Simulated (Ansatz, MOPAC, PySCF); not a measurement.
Molecule: HSO₂, net charge 1, singlet state. SMILES: [O-][S+]=[OH+]
Structure (B3LYP-D3(BJ)/def2-TZVP (Ansatz, a first-principles code) minimum search):
```xyz
4

S     -0.2189    -0.1062     0.3686
O      0.2305     1.2570    -0.1662
O      0.1174    -1.2118    -0.4434
H      0.7201     1.3382    -1.0208
```
Charge +1, spin multiplicity 1.

Unscaled harmonic wavenumbers (cm⁻¹) in rising order, each level at the stationary point that it reaches from this structure (no distance between atoms moves by over 0.3 Å); the order of modes can differ between levels, and a negative number is imaginary. B3LYP-D3(BJ)/def2-TZVP (PySCF, at the structure above): 442, 606, 901, 1041, 1385, 3515.

AM1 (MOPAC): 385, 590, 676, 1043, 1176, 3290. Zero-point energy 10.2 against 11.3 kcal/mol; where all levels lie over 400 cm⁻¹, the wavenumbers are on average 0.902 times those of B3LYP-D3(BJ)/def2-TZVP.

PM3 (MOPAC): 344, 536, 748, 1032, 1132, 3752. Zero-point energy 10.8 against 11.3 kcal/mol; where all levels lie over 400 cm⁻¹, the wavenumbers are on average 0.918 times those of B3LYP-D3(BJ)/def2-TZVP.

HF/6-31G* (Ansatz): 500, 631, 1064, 1175, 1566, 3792. Zero-point energy 12.5 against 11.3 kcal/mol; where all levels lie over 400 cm⁻¹, the wavenumbers are on average 1.112 times those of B3LYP-D3(BJ)/def2-TZVP.

B3LYP/6-31G* (Ansatz): 419, 609, 902, 1053, 1340, 3477. Zero-point energy 11.2 against 11.3 kcal/mol; where all levels lie over 400 cm⁻¹, the wavenumbers are on average 0.995 times those of B3LYP-D3(BJ)/def2-TZVP.
